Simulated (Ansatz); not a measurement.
```tsv
atom	x (Å)	y (Å)	z (Å)
P	-0.0013	0.0093	-0.4702
N	0.0091	0.0015	1.0188
```

Basis set: STO-3G (spherical functions). Frozen core: 6 orbitals. Charge 0, multiplicity 1.

Computed with Ansatz (development build ahead of 0.2.0); each method stands on the lowest determinant of its kind that the runs found. Restricted open shells among the atoms or ions are ROHF, correlated in semicanonical orbitals with singles.

Q: Give the atomization energy at this shape (free ground-state atoms in the same class of orbitals less the molecule, no zero-point energy) of singlet PN by RHF-MP2, RHF.

A:

| method | atomization energy |
| --- | --- |
| RHF-MP2 | 5.13 eV |
| RHF | 0.11 eV |

Caution: in another basis set an unrestricted determinant lies well below.

This basis has no polarisation functions and is too small for such energies, which can lie far from measured ones in either direction.
